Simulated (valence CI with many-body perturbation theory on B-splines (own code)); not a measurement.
## Level structure of Te45+

Computed by valence CI with perturbative core correlation (CI+MBPT): five valence electrons over a frozen Dirac-Fock core [He], a basis of 11 s, 11 p, 10 d, 8 f, 5 g, 2 h functions for each j, with the one-electron correlation potential Σ1, the two-electron term Σ2, the three-electron term Σ3, Breit, model QED; selected CI, second order for the rest, scaled by the run's own slope (own B-spline code, finite nucleus).

No measured spectrum was set against this ion. As an estimate, large intervals hold to a few tenths of a per cent, small ones and those within an open d or f shell to about a per cent. Among the levels kept, up to 7200 cm⁻¹ of a level comes from second order outside the variational space, and about a tenth of that is noise between levels of different J, which matters for small intervals.

Levels 181 to 200 of 200, with energies above the lowest level, (2s^2 2p1/2^2 2p3/2) J=3/2. "Leading %" is the weight of the configuration and term that name the level; weights of strongly mixed levels are sums over their largest components and can fall short, so below about 35 % the name and the second component can differ from the true leading terms, or belong to a minority configuration. In the jj column 3d3/2^4 stands for four electrons in 3d with j = 3/2. Lifetimes count E1, E2, E3, M1 and M2 decay at the calculated energies, and are blank where another channel may lead or the interval is too uncertain; long ones can be off by a factor of two.

```csv
No.,Configuration,Term,J,E (Ry),Leading %,Lifetime,Second component,Leading jj
181,2s 2p3 3d,2F°,7/2,388.11,45,3.12 fs,26 % 2s 2p3 3d 4F°,2s 2p1/2 2p3/2^2 3d5/2 (95 %)
182,2s 2p3 3d,2D°,3/2,388.17,38,2.71 fs,25 % 2s 2p3 3d 2P°,2s 2p1/2 2p3/2^2 3d5/2 (77 %)
183,2p4 3s,2S,1/2,388.28,56,36.2 fs,26 % 2p4 3s 4P,2p1/2^2 2p3/2^2 3s (93 %)
184,2s 2p3 3d,2D°,5/2,388.28,29,9.07 fs,24 % 2s 2p3 3d 2F°,2s 2p1/2 2p3/2^2 3d5/2 (77 %)
185,2s 2p3 3d,2D°,3/2,388.58,43,13.2 fs,22 % 2s 2p3 3d 2P°,2s 2p1/2 2p3/2^2 3d5/2 (96 %)
186,2s 2p3 3d,2S°,1/2,388.59,50,2.29 fs,24 % 2s 2p3 3d 2P°,2s 2p1/2 2p3/2^2 3d5/2 (89 %)
187,2s 2p3 3s,4P°,5/2,388.97,38,27.1 fs,14 % 2s 2p3 3s 2D°,2s 2p3/2^3 3s (71 %)
188,2s 2p3 3d,2P°,3/2,388.98,35,1.84 fs,14 % 2s 2p3 3d 2D°,2s 2p1/2 2p3/2^2 3d5/2 (74 %)
189,2s 2p3 3d,2D°,5/2,389.39,40,1.96 fs,20 % 2s 2p3 3d 2F°,2s 2p1/2 2p3/2^2 3d5/2 (86 %)
190,2p4 3p,4P°,3/2,389.40,28,7.28 fs,14 % 2p4 3p 4S°,2p1/2^2 2p3/2^2 3p1/2 (78 %)
191,2p4 3p,2D°,5/2,389.61,29,16.8 fs,25 % 2p4 3p 4D°,2p1/2^2 2p3/2^2 3p1/2 (87 %)
192,2s 2p3 3s,2P°,3/2,389.90,38,23.7 fs,17 % 2s 2p3 3s 2D°,2s 2p3/2^3 3s (90 %)
193,2p4 3p,2P°,1/2,392.44,66,19.5 fs,17 % 2p4 3p 4D°,2p1/2^2 2p3/2^2 3p1/2 (88 %)
194,2s 2p3 3s,2P°,1/2,393.17,48,18.3 fs,25 % 2s 2p3 3s 2S°,2s 2p3/2^3 3s (92 %)
195,2s 2p3 3s,2P°,3/2,393.33,46,346 fs,24 % 2s 2p3 3s 4S°,2s 2p3/2^3 3s (96 %)
196,2s 2p3 3p,4P,3/2,394.36,33,37.2 fs,15 % 2s 2p3 3p 4S,2s 2p3/2^3 3p1/2 (96 %)
197,2s 2p3 3p,2D,5/2,394.60,36,12.4 fs,17 % 2s 2p3 3p 4D,2s 2p3/2^3 3p1/2 (96 %)
198,2p4 3p,2D°,5/2,395.28,48,11.6 fs,41 % 2p4 3p 4P°,2p1/2^2 2p3/2^2 3p3/2 (97 %)
199,2p4 3p,4D°,7/2,395.30,69,12.6 fs,29 % 2p4 3p 2F°,2p1/2^2 2p3/2^2 3p3/2 (97 %)
200,2p4 3p,2P°,1/2,395.45,46,10.5 fs,38 % 2p4 3p 2S°,2p1/2^2 2p3/2^2 3p3/2 (94 %)
```
